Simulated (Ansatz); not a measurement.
System: HSF₂, charge 1, multiplicity 1. SMILES: F[SH+]F
Coordinates optimised at B3LYP-D3(BJ)/def2-TZVP (Ansatz, a quantum-chemistry and plane-wave program):
```xyz
4

F     -1.1826    -0.4559     0.1935
S     -0.0085     0.4211    -0.2493
F      1.1977    -0.4304     0.1552
H      0.0004     1.2393     0.8511
```
Charge +1, spin multiplicity 1.

Wanted: vertical triplet-singlet gap, E(triplet) - E(singlet), in eV. Conventions: each state is the SCF solution reached for its charge and spin; UHF or UKS for open shells; no spin-orbit coupling; six Cartesian d functions in 6-31G* and its kin unless marked 5d; non-relativistic; no dispersion term unless named; valence correlation only. Basis-set limits of correlation are two-point, X^-3; Hartree-Fock from the larger set. [CCSD(T)-MP2]/basis is that difference in the basis named. Ab initio and DFT rows: single points at B3LYP-D3(BJ) geometries (Ansatz). Levels can end on unlike triplets.

| species | coefficient | E at MP2/6-31G* (Ansatz), Eh | E at PBE/def2-TZVPD (Ansatz), Eh |
|---|---|---|---|
| charge 1, triplet | +1 | -596.81322 | -597.65743 |
| charge 1, singlet | -1 | -597.03503 | -597.84887 |

Coupled cluster (Ansatz) is a level with limits of its own, used here on species with T1 under 0.025 (0.045 for open shells) and stable references: RI-MP2/CBS(aug-cc-pV(T+d)Z,aug-cc-pV(Q+d)Z)+[CCSD(T)-MP2]/aug-cc-pV(T+d)Z. Value to compare with, RI-MP2/CBS(aug-cc-pV(T+d)Z,aug-cc-pV(Q+d)Z)+[CCSD(T)-MP2]/aug-cc-pV(T+d)Z (Ansatz): 5.79 eV. 1 Eh = 27.2114 eV.

Task: Compute it at each level from the table, and compare with RI-MP2/CBS(aug-cc-pV(T+d)Z,aug-cc-pV(Q+d)Z)+[CCSD(T)-MP2]/aug-cc-pV(T+d)Z (Ansatz).

Result: 
- MP2/6-31G*: the sum of coefficient times E is 0.22181 Eh, or 6.036 eV. Result: 6.04 eV. Its difference against RI-MP2/CBS(aug-cc-pV(T+d)Z,aug-cc-pV(Q+d)Z)+[CCSD(T)-MP2]/aug-cc-pV(T+d)Z (Ansatz) is 0.25 eV.
- PBE/def2-TZVPD: the sum of coefficient times E is 0.19144 Eh, or 5.209 eV. Result: 5.21 eV. Its difference against RI-MP2/CBS(aug-cc-pV(T+d)Z,aug-cc-pV(Q+d)Z)+[CCSD(T)-MP2]/aug-cc-pV(T+d)Z (Ansatz) is -0.58 eV.
